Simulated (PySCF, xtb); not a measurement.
3-bromobuta-1,2-diene (C4H5Br), SMILES C=C=C(C)Br.

xtb 6.7.1 with GFN2-xTB at its own geometry gives an orbital gap of 3.84 eV and a dipole moment of 3.50 D.

Geometry: B3LYP-D3(BJ)/def2-SVP.

Task: What does PySCF with CAM-B3LYP/def2-TZVP give? (The exact figures need the calculation; the answer reports its results.)

Result: gap 8.44 eV (levels -8.37 and 0.06 eV), dipole 1.83 D.
